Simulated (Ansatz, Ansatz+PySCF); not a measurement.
```yaml
atoms:
  - { symbol: Cu, position_ang: [1.2500, 0.0000, 0.0000] }
  - { symbol: Cu, position_ang: [-1.2500, 0.0000, 0.0000] }
  - { symbol: O, position_ang: [0.0000, 1.3500, 0.0000] }
  - { symbol: O, position_ang: [0.0000, -1.3500, 0.0000] }
```

Basis set: def2-SVP (spherical functions). Charge 0, multiplicity 1.

Computed with Ansatz (development build ahead of 0.2.0); each method stands on the lowest determinant of its kind that the runs found.

The atomization energy at this shape (free ground-state atoms in the same class of orbitals less the molecule, no zero-point energy) of singlet Cu2O2:

| method | atomization energy |
| --- | --- |
| PBE0 (unrestricted) | 8.85 eV |

Question: What does UHF give?

Answer: 2.75 eV. Caution for PBE0 (unrestricted): the unrestricted determinant is spin contaminated. Caution for UHF: no wide search was run, a lower solution can exist; the unrestricted determinant is a mixture of spin states.
